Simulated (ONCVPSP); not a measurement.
## Bi: one change to an ONCV potential, before and after

```json
{"Element": "Bi", "Generator": "ONCVPSP 4.0.1", "Type": "optimised norm-conserving Vanderbilt (ONCV)", "Functional": "PBE", "Relativity": "scalar-relativistic", "Frozen core": "[Xe] 4f14", "Valence charge": "15", "Reference configuration": "5d10 6s1 6p4", "Partial waves": "6s: rc 1.90 bohr, ncon 4, nbas 9, qcut 3 1/bohr, 1 projector; 6p: rc 2.55 bohr, ncon 4, nbas 8, qcut 3.3 1/bohr, 2 projectors, debl 0.8 Ha; 5d: rc 1.30 bohr, ncon 3, nbas 6, qcut 8.8 1/bohr, local", "Local potential": "the d channel", "Core correction": "Teter function, fcfact 2.25, rcfact 1.2"}
```

All-electron outer shells of the reference configuration (PBE, scalar-relativistic, ld1.x):

| shell | level (eV) | outermost node (bohr) | outermost maximum (bohr) |
| --- | --- | --- | --- |
| 4f | -154.36 | – | 0.34 |
| 5p | -97.60 | 0.48 | 0.86 |
| 5d | -28.70 | 0.51 | 1.03 |
| 6s | -15.50 | 0.98 | 1.86 |
| 6p | -5.24 | 1.14 | 2.41 |

Change: all radii but the core radius scaled by about 1.26 (s 2.40, p 3.22, d 1.64 bohr).

Cutoffs: the cutoffs (Ha) at which the residual kinetic energy of the hardest occupied pseudo-wave falls to 1 and 0.1 mHa per electron; they do not see the model core or the augmentation charge, which bear on the density cutoff. Errors are all-electron minus pseudo energies relative to the spin-unpolarised reference configuration.

**Question.** How do hardness, ghosts and transferability respond?

**Answer.** The potential gets softer (34 Ha and 63 Ha → 27 Ha and 39 Ha); both files keep a bound ghost (s); the lowest positive-energy flag moves from p at 19.6 eV to p at 10.3 eV; of the 4 tests that both files solve, the error grows in 3 and shrinks in 1 by more than 15 % and 0.3 meV (median size 3.3 → 8.6 meV). A larger radius leaves more room for a smooth pseudo-wave, so fewer plane waves are needed.

```tsv
quantity	base	changed
cutoff, loose	34 Ha	27 Ha
cutoff, tight	63 Ha	39 Ha
loose cutoff by channel	s 34 Ha, p 5.0 Ha, d 27 Ha	s 9.9 Ha, p 2.1 Ha, d 27 Ha
bound ghosts	s	s
GHOST(+) flags under 300 eV	p at 19.6 eV	p at 10.3 eV
error for 5d10 6s2 6p3, meV [ΔE -10.08 eV]	+4.4	+0.6
error for 5d10 6s2 6p2, meV [ΔE -2.17 eV]	-2.2	-12
error for 5d10 6s2 6p1, meV [ΔE 13.08 eV]	-15	-48
error for 5d10 6s0 6p5, meV [ΔE 10.42 eV]	+0.3	-4.9
rms error of d²Exc/dni dnj with the model core, mHa	2.43	2.52
```

 A true bound ghost makes a file unfit for plane-wave use even where its test errors are small: the radial tests pick states by their node count and pass the ghost by.
